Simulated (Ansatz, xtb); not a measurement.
**H7NO3SiSn: which of two structures lies lower**

We compare a, a singlet given by its coordinates, with b, a singlet given by its coordinates. Both are isolated molecules in the gas phase, relaxed with r2SCAN-D4/def2-SVP.

a (Å):

| atom | x (Å) | y (Å) | z (Å) |
| --- | --- | --- | --- |
| N | -1.5058 | 0.8479 | 0.2611 |
| O | 1.9022 | -1.0457 | 0.1193 |
| O | 1.1135 | 1.4393 | -0.3545 |
| O | -0.6070 | -1.5246 | 1.0266 |
| Si | -0.2561 | 0.7944 | -1.0463 |
| Sn | 0.3481 | -1.8431 | -1.0661 |
| H | 2.6835 | -1.6101 | 0.1933 |
| H | 1.6987 | 0.6871 | -0.0843 |
| H | -0.7013 | 1.6829 | -2.1699 |
| H | -2.4770 | 0.8080 | -0.0545 |
| H | -1.0637 | -0.6036 | 0.9221 |
| H | -1.4117 | 1.6689 | 0.8643 |
| H | 0.2767 | -1.3015 | 1.3889 |

Close contacts (Å): N1–Si5 1.81, O2–Sn6 2.11, O3–Si5 1.66, O4–Sn6 2.32, Si5–Sn6 2.71, N1–H10 1.02, N1–H12 1.02, O2–H7 0.97, O3–H8 0.99, O4–H11 1.03, O4–H13 0.98, Si5–H9 1.50.

b (Å):

```xyz
13

N    -0.7663   -0.8274    0.0626
O     1.6856   -1.1534   -1.7981
O     2.0237    0.9990    0.6178
O     0.2142    1.8271   -1.7102
Si   -1.8352   -0.2989    1.3292
Sn    0.7772    0.2165   -0.7008
H     2.5882   -0.8803   -2.0172
H     2.0209    1.9639    0.5227
H    -0.5563    1.6381   -2.2656
H    -0.7031   -1.8209   -0.1586
H    -3.2571   -0.6439    1.0176
H    -1.6927    1.1860    1.4007
H    -1.5196   -0.8778    2.6730
```

Close contacts (Å): N1–Si5 1.74, N1–Sn6 2.01, O2–Sn6 1.98, O3–Sn6 1.98, O4–Sn6 1.98, N1–H10 1.02, O2–H7 0.97, O3–H8 0.97, O4–H9 0.97, Si5–H11 1.50, Si5–H12 1.49, Si5–H13 1.50.

**Question.** Estimate E(b) − E(a) at the level CCSD(T)/def2-SVP + ΔMP2/def2-TZVPP.

**Answer.** Calculated at CCSD(T)/def2-SVP + ΔMP2/def2-TZVPP: E(b) − E(a) = +1.207 eV, so structure a lies lower.

How the difference moves with the method:

| level | geometry | E(b) − E(a) (eV) | departure from the last row (eV) | job, with rough time for the two |
| --- | --- | --- | --- | --- |
| r2SCAN-D4/def2-SVP | r2SCAN-D4/def2-SVP | +1.856 | +0.649 | optimisation, 53 s |
| HF/def2-SVP | r2SCAN-D4/def2-SVP | +1.045 | −0.162 | part of the CCSD(T) run |
| MP2/def2-SVP | r2SCAN-D4/def2-SVP | +1.154 | −0.053 | part of the CCSD(T) run |
| CCSD(T)/def2-SVP | r2SCAN-D4/def2-SVP | +1.297 | +0.090 | single point |
| CCSD(T)/def2-SVP + ΔMP2/def2-TZVPP | r2SCAN-D4/def2-SVP | +1.207 |  | single point, 54 s |

The levels shown agree on the order. The largest departure from CCSD(T)/def2-SVP + ΔMP2/def2-TZVPP is that of r2SCAN-D4/def2-SVP, 0.649 eV. Levels run at GFN2-xTB geometries aren't shown. The last row adds to CCSD(T) the change of the MP2 difference between the two basis sets, here −0.090 eV.

With thermal terms from frequencies at re-optimised GFN2-xTB minima (ideal gas, soft modes damped towards free rotors, one conformer each, 298.15 K, 1 atm): on the last row, ΔE + ΔZPE = +0.992, ΔH = +1.027, ΔG = +0.943 eV.

The correlated steps freeze 13 core orbitals; the filled d shell of Sn is correlated, in a basis made for valence electrons. Atoms past krypton carry core potentials in the def2 sets and no spin–orbit term is included. Programs: Ansatz 0.2.0, xtb 6.7.1; the last row on 2 threads of AMD EPYC 9R45 96-Core Processor (Zen 5) on a shared host.
